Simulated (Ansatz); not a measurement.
Harmonic frequencies (cm⁻¹) at PBE0-D4/def2-TZVP from Ansatz: 404, 590, 704, 810, 1948, 1962.

Q: Which molecule is it?
A. `F[SiH]F`•
B. `[GeH2][I]`•
C. `[O][InH][F]`•
D. `[O][AlH2]`•

A: D.
